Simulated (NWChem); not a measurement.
# GeBrClF₂; SMILES [F][Ge]([F])([Cl])[Br]

All runs: NWChem. Structure relaxed at the PBE0/def2-SVP level. B3LYP is NWChem's, with the RPA form of VWN correlation. Total energies compare along this basis series because the functional is fixed.

| level | basis functions | energy (Ha) | highest occupied level (eV) | orbital gap (eV) | dipole (D) |
|---|---|---|---|---|---|
| B3LYP/cc-pVDZ | 100 | -5311.2298 | -9.15 | 6.69 | 1.41 |
| B3LYP/aug-cc-pVDZ | 145 | -5311.2623 | -9.32 | 6.52 | 1.55 |
| B3LYP/cc-pVTZ | 180 | -5311.4794 | -9.28 | 6.73 | 1.47 |
| B3LYP/aug-cc-pVTZ | 260 | -5311.4856 | -9.32 | 6.65 | 1.55 |
